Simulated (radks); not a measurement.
The numbers below are computed, except where a source is named.
Question: Numerical settings for neutral nitrogen, [He] 2s2 2p3. Level of theory: non-relativistic Kohn-Sham, LDA (Slater exchange, Perdew-Wang correlation), spin-polarised, spherical densities, point nucleus; open shells are filled with parallel spins first (a radial shooting solver on a logarithmic mesh with Libxc functionals). The defaults (mesh step 0.008 in ln r, mesh end at 40 bohr or more with all orbitals vanishing there, Anderson mixing 0.5 over 9 steps, residual threshold near 1e-9 with the energy settled to 1e-9 hartree or 1e-11 of itself, here a cap of 85 iterations) give E = -54.1344 hartree and 2p at -8.395 eV in 13 iterations. Times are rough (one thread of a shared host). One setting is changed at a time: mesh step in ln r 0.012; mesh step in ln r 0.08; mesh step in ln r 0.05; mesh end (bohr) 20; mesh end (bohr) 12; residual threshold 0.01; residual threshold 0.1; mixing 1; linear mixing, mixing 0.05; linear mixing, mixing 0.5; mixing history 2; iteration cap 8. Which runs fail to converge, and which converge to a wrong energy?

Answer: Not converged within the cap: linear mixing, mixing 0.05; iteration cap 8. No run marked as converged misses the energy by more than 1 mhartree.
